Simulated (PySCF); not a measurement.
Isomers of C5H9NOS, one GFN2-xTB conformer each. Single-point energies are computed at PBE0/def2-SVPD (PySCF, gas phase, no added dispersion term), electronic only.

Question: Rank them by PBE0/def2-SVPD energy, lowest first (kJ/mol).
A. `[CH3:1]/[N:2]=[CH:3]\[CH2:4][O:5][C:6]([CH3:7])=[S:8]` with N2–C3–C4–O5 -62°, C3–C4–O5–C6 163°, C4–O5–C6–C7 180°
B. `[NH2:1][C@@H:2]1[CH:3]=[CH:4][S@@:5](=[O:6])[CH2:7][CH2:8]1` with H–N1–C2–C3 -177° and 64°, N1–C2–C3–C4 -134°, C3–C4–S5–O6 -133°, C4–S5–C7–C8 58°, S5–C7–C8–C2 -76°

Answer: A (0.0), B (60.6).

As drawn, the lower has a C=N bond and a C=S bond, which the higher lacks; the higher has an N–H bond, an S=O bond and a C=C bond outside aromatic rings, which the lower lacks. GFN2-xTB itself gives, in the same order: 0.0, 50.9. Both levels put the same isomer lowest.

Which frontier levels, dipoles and rotational constants go with these structures?

| SMILES | HOMO (eV, PBE0/def2-SVPD) | LUMO (eV) | dipole (D) | A, B, C (MHz) |
| --- | --- | --- | --- | --- |
| C/N=C\COC(C)=S | -6.67 | -1.51 | 1.30 | 3073, 929.8, 847.7 |
| N[C@@H]1C=C[S@@](=O)CC1 | -6.71 | -0.75 | 4.51 | 4010, 1193, 1004 |
